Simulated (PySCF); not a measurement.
Species: C3H7AlFN.
Structure used (PBE0-D3(BJ)/def2-SVP), in Å, numbered top down from 1:
```xyz
13
C3H7AlFN angstrom
C      2.968    0.116   -0.123
C      1.566   -0.153   -0.347
N      0.451   -0.376   -0.531
Al    -1.514   -0.814   -0.849
C     -2.364    0.692    0.165
F     -3.751    0.548    0.043
H      3.434    0.456   -1.059
H      3.470   -0.801    0.218
H      3.082    0.896    0.643
H     -1.570   -2.264   -0.171
H     -1.554   -0.712   -2.447
H     -2.118    0.700    1.245
H     -2.094    1.696   -0.218
```

Computed, not measured: PySCF 2.14.0, PBE0-D3(BJ)/def2-SVP geometry optimisation, gas phase.

Problem. Which atoms are bound to Al4, and at what distances?

Solution. 4 atoms: H11 1.602 Å, H10 1.602 Å, C5 2.004 Å, N3 2.038 Å. The nearest atom not counted as bound is H13, at 2.65 Å (others tie with it).

Problem. List the angles at Al4.

Solution. 
```
      angle  degrees  distance of the outer atoms (Å)
H10–Al4–H11    118.6                             2.76
 C5–Al4–H10    116.8                             3.08
 C5–Al4–H11    116.5                             3.07
  N3–Al4–C5     99.7                             3.09
 N3–Al4–H11     99.6                             2.79
 N3–Al4–H10     99.3                             2.79
```

Problem. What is the shape at Al4?

Solution. Distorted tetrahedral: angles from 99.3° to 118.6°; τ4 = (360° − α − β)/141° = 0.88 with α and β the two widest (0 for a square, 1 for a tetrahedron).

Problem. What are the other bond lengths?

Solution. C1–C2 1.445 Å; C2≡N3 1.152 Å; C5–F6 1.399 Å; C1–H7, C1–H8, C1–H9 1.100 Å; C5–H12, C5–H13 1.108 Å.

Problem. Give some angles away from the centre.

Solution. C1–C2–N3 179.5°, C2–N3–Al4 178.7°, Al4–C5–F6 107.4°.

Problem. What are the rotational constants (commonest isotopes, rigid rotor)?

Solution. A = 8158, B = 947.2, C = 869.2 MHz: a near-prolate asymmetric top.

Point group: near Cs, missed by 0.33 Å at most; the miss may be what the optimiser left on a soft mode. Charge 0, singlet. Not checked by PBE0-D3(BJ)/def2-SVP frequencies.

One conformer stands for the species.
